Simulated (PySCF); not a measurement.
3-chloro-1,1-difluoropropa-1,2-diene (C3HClF2), SMILES FC(F)=C=CCl. Geometry optimised at B3LYP-D3(BJ)/def2-SVP.

Task: Give the equilibrium geometry at B3LYP-D3(BJ)/def2-SVP (PySCF confirms it by a frequency run) as Cartesian coordinates in Å, and its point group. (The exact figures need the calculation; the answer reports its results.)

Result: point group Cs.
```xyz
7

F     -2.1648     0.1840     1.0814
C     -1.4390    -0.0283     0.0000
F     -2.1648     0.1840    -1.0814
C     -0.1885    -0.4087     0.0000
C      1.0641    -0.7770     0.0000
Cl     2.4092     0.3408     0.0000
H      1.3911    -1.8221     0.0000
```
Charge 0, spin multiplicity 1.
